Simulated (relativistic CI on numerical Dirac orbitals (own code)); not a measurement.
**K V: calculation against measurement**

Calculated at this level of theory: Dirac-Coulomb-Breit CI, KLI orbitals optimised for each configuration, model QED (radiative potential, 1s self-energy scaled to tabulated hydrogen-like ionisation energies), valence Slater integrals scaled by 0.85, P86 correlation estimate, and configurations built on the next ion tied to the tabulated ionisation energy (semi-empirical) (own radial code, finite nucleus).

CI space (outside the closed core [Ne]): 3s2.3p3, 3s2.3p2.3d, 3s2.3p2.4s, 3s2.3p2.4p, 3s2.3p2.4d, 3s2.3p2.5s, 3s2.3p2.4f, 3s.3p4, 3p5, 3s2.3p.3d2, 3s.3p3.3d, 3p3.3d2, 3p4.3d, 3s.3p2.3d2, 3s2.3p2.5p, 3s.3p3.4s, 3s2.3p2.5d, 3s2.3p2.5f, 3s2.3p2.5g, 3s.3p3.4p, 3s2.3p.3d.4s, 3s.3p3.4d, 3s.3p3.4f, 3s.3p3.5s. Levels of other configurations are missing.

| Configuration | Term (tabulated) | J | Measured (cm⁻¹) | Computed | Error | Purity (%) |
| --- | --- | --- | --- | --- | --- | --- |
| 3s2.3p3 | 4S° | 3/2 | 0.0 | 0 | 0 | 97 |
| 3s2.3p3 | 2D° | 3/2 | 24012.5 | 23348 | -665 | 95 |
| 3s2.3p3 | 2D° | 5/2 | 24249.6 | 23597 | -652 | 97 |
| 3s2.3p3 | 2P° | 1/2 | 39758.1 | 38013 | -1745 | 96 |
| 3s2.3p3 | 2P° | 3/2 | 40080.2 | 38351 | -1730 | 94 |
| 3s.3p4 | 4P | 5/2 | 136636.5 | 140094 | 3457 | 87 |
| 3s.3p4 | 4P | 3/2 | 138037.5 | 141479 | 3441 | 87 |
| 3s.3p4 | 4P | 1/2 | 138804.1 | 142233 | 3429 | 87 |
| 3s.3p4 | 2D | 3/2 | 169579.5 | 172161 | 2581 | 74 |
| 3s.3p4 | 2D | 5/2 | 169705.8 | 172283 | 2577 | 74 |
| 3s2.3p2.3d | 2P | 3/2 | 194805.1 | 194798 | -7 | 61 |
| 3s2.3p2.3d | 2P | 1/2 | 196331.2 | 196305 | -26 | 59 |
| 3s.3p4 | 2S | 1/2 | 205799.9 | 204627 | -1173 | 76 |
| 3s2.3p2.3d | 4F | 3/2 | 206720.0 | 211788 | 5068 | 97 |
| 3s2.3p2.3d | 4F | 5/2 | 207165.0 | 212286 | 5121 | 96 |
| 3s2.3p2.3d | 4D † | 5/2 | 222366.0 | 218303 | -4063 | 75 |
| 3s2.3p2.3d | 4D † | 3/2 | 222711.0 | 218297 | -4414 | 96 |
| 3s2.3p2.3d | 4P | 5/2 | 257865.0 | 256623 | -1242 | 85 |
| 3s2.3p2.3d | 4P | 3/2 | 259276.0 | 257455 | -1821 | 82 |
| 3s2.3p2.3d | 4P | 1/2 | 259726.0 | 257758 | -1968 | 67 |
| 3s2.3p2.3d | 2D † | 5/2 | 280585.0 | 263577 | -17008 | 94 |
| 3s2.3p2.3d | 2D † | 3/2 | 281035.0 | 261520 | -19515 | 94 |
| 3s2.3p2.3d | 2P † | 3/2 | 290236.0 | 287907 | -2329 | 88 |
| 3s2.3p2.3d | 2P † | 1/2 | 290784.0 | 287290 | -3494 | 76 |
| 3s2.3p2.3d | 2S | 1/2 | 292987.0 | 285635 | -7352 | 66 |
| 3s2.3p2.4s | 4P | 1/2 | 336628.0 | 345038 | 8410 | 98 |
| 3s2.3p2.4s | 4P | 3/2 | 337645.0 | 346067 | 8422 | 98 |
| 3s2.3p2.4s | 4P | 5/2 | 339172.0 | 347626 | 8454 | 98 |
| 3s2.3p2.4s | 2P | 1/2 | 343740.0 | 352922 | 9182 | 98 |
| 3s2.3p2.4s | 2P | 3/2 | 345540.0 | 354764 | 9224 | 97 |
| 3s2.3p2.4s | 2D | 5/2 | 357012.0 | 366318 | 9306 | 98 |
| 3s2.3p2.4s | 2D | 3/2 | 357050.0 | 366360 | 9310 | 98 |
| 3s2.3p2.4s | 2S | 1/2 | 380994.0 | 391520 | 10526 | 98 |

Measured levels from Sansonetti, J. Phys. Chem. Ref. Data 37, 7 (2008); pairs were made by configuration, J and term (by order where the table uses no LS term), so strongly mixed levels may be paired wrongly.

Mean error by configuration (cm⁻¹): 3s2.3p3 -1198; 3s.3p4 2385; 3s2.3p2.3d -278; 3s2.3p2.4s 9104. Over the excited levels the mean absolute error is 4496 cm⁻¹ (32 of the 38 excited levels that our extract of the source holds in range could be paired, and the others can miss by more), and the median relative error of those above 1,000 cm⁻¹ is 2.5 %. † marks terms whose computed intervals miss the measured ones by more than a factor of 2.5, or configurations far off the rest, from wrong mixing, a near crossing or a doubtful label or measurement; they are left out of the means.
